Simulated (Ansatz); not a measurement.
Frontier orbitals of CCl2Se (`ClC(Cl)=[Se]`).

Charge 0, multiplicity 1. Correlated methods include outer-core shells of Se, which these sets cover unevenly. Scalar relativity is left out up to krypton. The structure was optimised at the PBE0-D4/def2-TZVP level. Basis def2-TZVPP, Ansatz.

```tsv
functional	HOMO (eV)	LUMO (eV)	gap (eV)
PBE	-5.79	-3.80	1.99
BLYP	-5.60	-3.65	1.95
PBE0	-6.98	-3.08	3.90
B3LYP	-6.72	-3.24	3.48
ωB97M-V	-9.11	-1.03	8.08
```

From PBE to PBE0 the HOMO moves by −1.19 eV and the LUMO by +0.73 eV, and with ωB97M-V by −3.32 and +2.78 eV, so the gap grows from 1.99 to 8.09 eV with exact exchange.

B3LYP here is the variant with VWN-RPA as its local correlation; programs differ in this.
